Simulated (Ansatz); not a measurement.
C$_{2}$H$_{5}$BO, SMILES `BC(C)=O`, relaxed with RKS PBE-D4/def2-SVP in the Gaussian-basis code of Ansatz from a rough embedded geometry. The force threshold is 0.03 eV/Å; the program also tests the step.

Total charge 0; spin multiplicity 1.

Start:

```xyz
9

B     0.784   -0.630   -1.025
C    -0.079    0.425   -0.403
C    -0.508    0.280    1.005
O    -0.491    1.403   -1.082
H     1.193   -0.541   -2.184
H     1.160   -1.629   -0.437
H     0.309    0.241    1.690
H    -1.217    1.141    1.287
H    -1.150   -0.687    1.150
```

Question: By how much does the energy fall, and how many steps does the optimiser take? (An estimate is asked.)

Answer: The calculation gave: 83.88 kJ/mol, in 14 steps.

Question: Which bonds change most? (Best estimate.)

Answer: Computed: C3–H9 from 1.170 to 1.110 Å; C3–H7 from 1.066 to 1.110 Å; C3–H8 from 1.150 to 1.108 Å.

Question: Give the relaxed structure. (An estimate is asked.)

Answer: Ansatz gave: 
```xyz
9

B     0.775   -0.661   -1.213
C    -0.082    0.091   -0.188
C    -0.527    0.425    1.184
O    -0.525    0.606   -1.243
H     1.851   -0.194   -1.529
H     0.371   -1.722   -1.647
H     0.354    0.728    1.787
H    -1.296    1.222    1.186
H    -0.922   -0.495    1.664
```
